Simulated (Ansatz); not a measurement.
Basis sets compared for HgF2⁻. Total charge -1; doublet. Geometry PBE-D4/def2-TZVPD. Ansatz on 4 threads of Arm Neoverse V2 on a shared host; times are rough, and most runs start from earlier orbitals.

```tsv
atom	x (Å)	y (Å)	z (Å)
Hg1	0.256	-0.049	-0.303
F2	-1.456	1.121	-1.147
F3	1.200	-1.072	1.450
```

In the def2 sets Hg takes a core potential; there is no spin–orbit coupling. At PBE-D4/def2-SVPD, PBE-D4/def2-TZVPD the highest occupied level of the charge -1 doublet lies above zero (up to 0.17 eV). By energy differences its removal costs 2.89 eV (vertical, to the charge 0 singlet, at CCSD(T)/def2-TZVPPD). The structure comes from a short search, and lower isomers may exist.

| level | functions | energy (Eh) | HOMO (eV) | LUMO (eV) | wall time |
| --- | --- | --- | --- | --- | --- |
| PBE-D4/def2-SVPD | 81 | -352.9423 | 0.17 | 0.80 | 0.7 s |
| PBE0-D4/def2-SVPD | 81 | -352.8838 | -0.89 | 1.71 | 0.8 s |

Q: Estimate the rows for PBE-D4/def2-TZVPD, PBE0-D4/def2-TZVPD.

A: 
```csv
level,functions,energy (Eh),HOMO (eV),LUMO (eV),wall time
PBE-D4/def2-TZVPD,126,-353.1764,0.17,0.80,1 s
PBE0-D4/def2-TZVPD,126,-353.1176,-0.87,1.73,1.8 s
```
